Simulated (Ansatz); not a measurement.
Gas-phase electronic energies from Ansatz, PBE0-D4/def2-TZVP geometries. CCSD(T)/CBS adds triple-zeta CCSD(T) − MP2 to the extrapolated MP2 energy (def2 sets, frozen cores). DFT in def2-TZVPP. B3LYP here is the variant with VWN-RPA as its local correlation; programs differ in this. One conformer a species, not always the lowest.

Consider the substitution at a C–O bond: `CO[Si]([SiH3])(Cl)Cl` + `N[SiH2][AlH2]` → `CN[SiH2][AlH2]` + `O[Si]([SiH3])(Cl)Cl`.

`CO[Si]([SiH3])(Cl)Cl`:

Z-matrix (Å, degrees):
```
C
O 1 1.416
H 1 1.093 2 110.8
H 1 1.093 2 110.8 3 121.4
H 1 1.090 2 107.7 3 -119.3
Si 2 1.620 1 126.7 3 -60.6
Cl 6 2.058 2 109.8 1 58.1
Si 6 2.327 2 109.2 1 179.9
Cl 6 2.058 2 109.8 1 -58.3
H 8 1.485 6 108.3 2 -179.9
H 8 1.485 6 109.3 2 60.3
H 8 1.485 6 109.3 2 -60.2
```

`N[SiH2][AlH2]`:

```xyz
9

N     1.651    0.153    0.241
Si    0.256   -0.614   -0.438
Al   -1.772    0.476    0.423
H     1.655    1.154    0.357
H     2.574   -0.181    0.014
H     0.303   -2.056   -0.056
H     0.216   -0.630   -1.940
H    -3.198   -0.214    0.292
H    -1.686    1.912    1.107
```

`CN[SiH2][AlH2]`:

Cartesian coordinates in Å:
```
C 0.177 -0.822 1.628
N 1.086 -0.416 0.577
Si 0.525 -0.194 -1.048
Al -1.323 1.421 -1.381
H 0.730 -1.183 2.499
H -0.439 -1.655 1.277
H -0.504 -0.027 1.965
H 1.800 0.219 0.895
H 0.103 -1.529 -1.576
H 1.713 0.244 -1.842
H -2.004 1.614 -2.809
H -1.864 2.327 -0.185
```

`O[Si]([SiH3])(Cl)Cl`:

Cartesian coordinates in Å:
```
O -1.814 0.155 0.672
Si -0.242 -0.261 0.741
Si 0.793 0.348 -1.254
Cl 0.662 0.664 2.340
Cl -0.061 -2.282 1.068
H -2.381 -0.034 1.423
H 2.224 -0.038 -1.166
H 0.675 1.816 -1.442
H 0.144 -0.367 -2.382
```

```json
{"level": "B3LYP-D4", "ΔE (kJ/mol)": "-2.0", "difference from CCSD(T)/CBS": "2.8"}
{"level": "ωB97X-V", "ΔE (kJ/mol)": "-2.1", "difference from CCSD(T)/CBS": "2.7"}
{"level": "B2PLYP", "ΔE (kJ/mol)": "-3.1", "difference from CCSD(T)/CBS": "1.7"}
{"level": "r2SCAN", "ΔE (kJ/mol)": "-5.3", "difference from CCSD(T)/CBS": "-0.5"}
{"level": "HF/def2-TZVPP", "ΔE (kJ/mol)": "1.6", "difference from CCSD(T)/CBS": "6.4"}
{"level": "MP2/def2-TZVPP", "ΔE (kJ/mol)": "-5.5", "difference from CCSD(T)/CBS": "-0.7"}
{"level": "HF/def2-QZVPP", "ΔE (kJ/mol)": "1.7", "difference from CCSD(T)/CBS": "6.5"}
{"level": "SCS-MP2/def2-QZVPP", "ΔE (kJ/mol)": "-3.8", "difference from CCSD(T)/CBS": "1.0"}
{"level": "HF/CBS(def2)", "ΔE (kJ/mol)": "1.7", "difference from CCSD(T)/CBS": "6.5"}
{"level": "CCSD/CBS(def2)", "ΔE (kJ/mol)": "-4.4", "difference from CCSD(T)/CBS": "0.4"}
{"level": "CCSD(T)/CBS", "ΔE (kJ/mol)": "-4.8", "difference from CCSD(T)/CBS": "0"}
```

Largest T1 diagnostic among the species: 0.011.

In def2-TZVPP, CCSD(T) changes the Hartree–Fock value by −5.6 kJ/mol (the triples alone add −0.4 kJ/mol) and MP2 by −7.1 kJ/mol.
